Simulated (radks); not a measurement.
Values are calculated unless marked as measured or tabulated.
Q: The krypton ion Kr7+ is in [Ar] 3d10 4s1. Code: a radial shooting solver on a logarithmic mesh with Libxc functionals. Model: scalar-relativistic Kohn-Sham, r2SCAN, spin-polarised, spherical densities, finite nucleus; meta-GGA in the generalised Kohn-Sham scheme; Fermi nuclear charge, rms radius of each element as measured or else 0.836 A^(1/3) + 0.57 fm. Open shells are filled with parallel spins first. One electron is removed from 3s, 4s, 3d, 3p in turn, with full relaxation. Which removal costs least, and what does each cost?

A: 4s 126.45 eV; 3d 212.34 eV; 3p 329.54 eV; 3s 400.64 eV. The 4s electron leaves first.
